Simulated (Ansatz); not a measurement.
Ansatz results at the PBE0-D4/def2-TZVP geometry: zero-point energy (PBE0-D4/def2-TZVP) 19.2 kJ/mol; ideal-gas entropy at 298 K and 1 bar (rigid rotor, harmonic PBE0-D4/def2-TZVP) 305 J/(mol·K); size of the dipole moment (B3LYP/def2-TZVPP) 1.04 D.

(1) Which molecule gave them?
A. `[CH3][Al][S]C`•
B. `C#C[SiH]F`•
C. `F[Si](F)Cl`•
D. `C=CC[Se]`•

Results:

(1) C. The others give `C#C[SiH]F`•: 77.6, 303, 1.67; `C=CC[Se]`•: 183.7, 319, 1.37; `[CH3][Al][S]C`•: 194.7, 373, 1.24.

B3LYP here is the variant with VWN-RPA as its local correlation; programs differ in this.
